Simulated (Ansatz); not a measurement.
Species: CH8OSi2 (charge 0, singlet). 
Structure (B3LYP-D3(BJ)/def2-TZVP (Ansatz, a first-principles code) minimum search):
```xyz
12

C      2.4724    -0.1402     0.4071
Si     0.9669    -0.0118    -0.6795
O     -0.3766     0.0046     0.2655
Si    -2.0075     0.0786     0.3555
H      2.4476    -1.0560     1.0007
H      2.5327     0.7084     1.0912
H      3.3813    -0.1529    -0.1993
H      1.0077     1.2341    -1.4851
H      0.8918    -1.1671    -1.6082
H     -2.3986     0.0244     1.7806
H     -2.4995     1.3419    -0.2437
H     -2.6156    -1.0638    -0.3671
```
Charge 0, spin multiplicity 1.

Basis-set convergence of Hartree-Fock and CCSD(T) correlation energies (hartree) with Ansatz. Valence correlation only, unless marked. Spin-orbit coupling is left out. Non-relativistic.

```
basis            functions       E(HF)  E(corr, CCSD(T))
---------------  ---------  ----------  ----------------
aug-cc-pV(D+d)Z        182  -695.37140          -0.64076
aug-cc-pV(T+d)Z        386  -695.44140          -0.75679
aug-cc-pV(Q+d)Z        706  -695.45634          -0.79319
```

Extrapolating the two largest sets (X = 3 and 4) as X^-3: E(corr) = (64·(-0.79319) - 27·(-0.75679))/37 = -0.8198 Eh, an estimate of the basis-set limit. The largest set recovers 96.8 % of it, the smallest 78.2 %.
